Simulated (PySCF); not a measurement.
Gas-phase reaction: 2 InF + O → In2O + F2, at 2000 K and a standard pressure of 1 bar. Level: CCSD(T)/def2-TZVPP†.

Energies from PySCF, thermal terms from the rigid-rotor harmonic-oscillator model, ideal gas at 1 bar. † marks an energy on the PBE0/def2-TZVP geometry and frequencies. CCSD(T) freezes the core. Open shells (unrestricted): O (multiplicity 3, electronic degeneracy 9); the rest are closed-shell singlets. Spin-orbit splitting is ignored; it lowers the true energy and changes the entropy of O. In: scalar-relativistic def2 core potential, no spin-orbit coupling. CCSD(T) isn't extrapolated to the basis-set limit; its ΔH°(298 K) is 154.0 kJ in def2-SVP and 146.6 kJ in def2-TZVPP. The harmonic model lacks anharmonicity and excited electronic states, which grow with temperature; levels with a mode under 35 cm⁻¹ are left out. Soft modes under 120 cm⁻¹ make the harmonic entropy rough for In2O. Warning, large T1 diagnostic: In2O (CCSD(T)/def2-TZVPP†).

```json
[
 {"species": "InF", "E (Ha)": "-289.28608", "H(2000 K) − E (kJ/mol)": "75.0", "S°(2000 K) (J/mol/K)": "305.6"},
 {"species": "O", "E (Ha)": "-74.97674", "H(2000 K) − E (kJ/mol)": "41.6", "S°(2000 K) (J/mol/K)": "201.3"},
 {"species": "In2O", "E (Ha)": "-454.19073", "H(2000 K) − E (kJ/mol)": "125.2", "S°(2000 K) (J/mol/K)": "419.8"},
 {"species": "F2", "E (Ha)": "-199.30442", "H(2000 K) − E (kJ/mol)": "75.7", "S°(2000 K) (J/mol/K)": "267.5"}
]
```
E: electronic energy; H − E holds the zero-point and thermal terms. 1 Ha = 2625.5 kJ/mol.

Q: Work out ΔH°, ΔS°, ΔG° and log10 K from these numbers.

A: 1. ΔE = 1×(-454.19073) + 1×(-199.30442) − 2×(-289.28608) − 1×(-74.97674) = 0.05375 Ha = 141.1 kJ.
2. Δ(H − E) = 1×(125.2) + 1×(75.7) − 2×(75.0) − 1×(41.6) = 9.3 kJ, so ΔH° = 150.4 kJ.
3. ΔS° = 1×(419.8) + 1×(267.5) − 2×(305.6) − 1×(201.3) = -125.2 J/K; the number of gas molecules changes by -1.
4. ΔG° = ΔH° − TΔS° = 150.4 − 2000×(-125.2)/1000 = 400.8 kJ.
5. log10 K = −ΔG°/(RT ln 10) = -10.47, with RT ln 10 = 38.29 kJ/mol; at standard pressures the reactants are favoured.
6. A shift of 10 kJ in ΔE would move log10 K by 0.26 here.
For scale, ΔH°(298 K) is 147 kJ at this level, 146 kJ at ωB97M-V/def2-TZVP†, and runs from -142 to 423 kJ over the 18 levels computed.
